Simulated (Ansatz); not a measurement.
Reaction (redistribution): `NB(F)Br` + `[NH2][W](=[O])([OH])=[S]` → `NB(N)Br` + `[O]=[W]([OH])([F])=[S]`

Calculated with Ansatz (gas phase, PBE0-D4/def2-TZVP geometries, no zero-point term in ΔE). CCSD(T)/CBS is the MP2 limit (def2-TZVPP, def2-QZVPP) plus CCSD(T) − MP2 in def2-TZVPP, frozen cores. Functionals use def2-TZVPP. B3LYP here is the variant with VWN-RPA as its local correlation; programs differ in this. Elements past krypton have def2 core potentials. For Br, W outer-core shells are correlated without core-valence functions, which leaves a few kJ/mol of doubt a bond. Scalar relativity is left out up to krypton. Each species was taken in one conformer, which may not be the lowest.

```tsv
level	ΔE (eV)
revPBE	-0.15
B3LYP	-0.11
```

(1) What does CCSD(T)/CBS give? (Estimate.)

Largest T1 diagnostic among the species: 0.023, so the coupled-cluster value is less sure than usual.

## Answers

(1) Computed: -0.04 eV. The listed levels differ from it by -0.11, -0.07 eV.

Leaving LDA and LC-ωPBE aside and taking each functional with its dispersion term where it has one, the values, not all of them listed here, spread over 0.09 eV, from revPBE-D4 to BHLYP-D4. LDA lies +0.04 eV from PBE without D4. From BLYP to BHLYP (50 % exact exchange), in def2-TZVPP and without D4, ΔE moves by +0.06 eV.
